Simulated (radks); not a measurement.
Valence configurations of Lu2+ (all share [Xe]). Method: Dirac Kohn-Sham, PBE, spin-unpolarised, spherical densities, point nucleus; open shells are shared between the two j in proportion to 2j + 1; computed with a radial shooting solver on a logarithmic mesh with Libxc functionals. Energies are relative to 4f14 6s1; eigenvalues in eV.

valence           E (eV)  e(4f5/2)  e(4f7/2)  e(5d3/2)  e(5d5/2)  e(6p1/2)
4f14 6s1           0.000   -27.689   -26.163         -         -         -
4f14 5d1           1.119   -25.117   -23.593   -15.338   -14.871         -
4f14 6p1           5.317   -29.111   -27.584         -         -   -13.619
4f13.5 6s1.5       5.637   -32.876   -31.310         -         -         -
4f13.5 5d1 6s0.5   5.984   -30.064   -28.500   -17.078   -16.542         -
4f13.5 6s0.5 6p1  11.265   -34.280   -32.714         -         -   -14.349
4f13 5d1 6s1      12.913   -35.362   -33.758   -18.921   -18.313         -
4f13 6s2          13.421   -38.379   -36.773         -         -         -
4f13 6s1 6p1      19.369   -39.766   -38.159         -         -   -15.068
4f11.5 6s1.5 6p2  65.149   -59.159   -57.429         -         -   -17.695

NIST lists [Xe] 4f14 6s1 as the ground configuration; this level of theory agrees among the configurations tried. The energies are those of spherical spin-averaged densities, not of single terms.
